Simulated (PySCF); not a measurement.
Predicted microwave data (PBE0-D3(BJ)/def2-SVP geometry optimisation, gas phase in PySCF) for one isomer of C8H14Si:

- Rotational constants: A = 3160, B = 842.8, C = 746.6 MHz
- Dipole components: |μa| = 0.31 D, |μb| = 0.00 D, |μc| = 0.38 D
- Inertial defect: -82.73 u·Å²
- κ: -0.92

Problem. Which candidate fits, each taken in the one conformer that was computed?
A. `[CH:1]1=[CH:2][CH2:3][SiH:4]([CH:5]2[CH2:6][CH2:7][CH2:8]2)[CH2:9]1` with C3–Si4–C5–C6 177°, C1–C2–C3–Si4 10°, C2–C3–Si4–C5 103°, Si4–C5–C6–C7 -100°, C5–C6–C7–C8 -17°
B. `[SiH3:1]/[C:2]1=[CH:3]/[CH2:4][CH2:5]/[CH:6]=[CH:7]\[CH2:8][CH2:9]1` with C2–C3–C4–C5 -17°, C3–C4–C5–C6 -59°, C4–C5–C6–C7 83°, C6–C7–C8–C9 -17°

Solution. A. It is C1=CC[SiH](C2CCC2)C1, a near-prolate asymmetric top, point group Cs. The candidates at the same level (rigid rotor, commonest isotopes):

| SMILES | A (MHz) | B (MHz) | C (MHz) | μa (D) | μb (D) | μc (D) | Δ (u·Å²) | point group | rotor |
| --- | --- | --- | --- | --- | --- | --- | --- | --- | --- |
| [SiH3]/C1=C/CC/C=C\CC1 | 2133 | 1012 | 780.6 | 1.16 | 0.29 | 0.36 | -89.03 | C1 | asymmetric top |
| C1=CC[SiH](C2CCC2)C1 | 3160 | 842.8 | 746.6 | 0.31 | 0.00 | 0.38 | -82.73 | Cs | near-prolate asymmetric top |

`[SiH3]/C1=C/CC/C=C\CC1` has A 32 % too low. In the right answer the mirror of this Cs structure is the ac plane, so μb vanishes by symmetry. No structure here is proved a minimum.
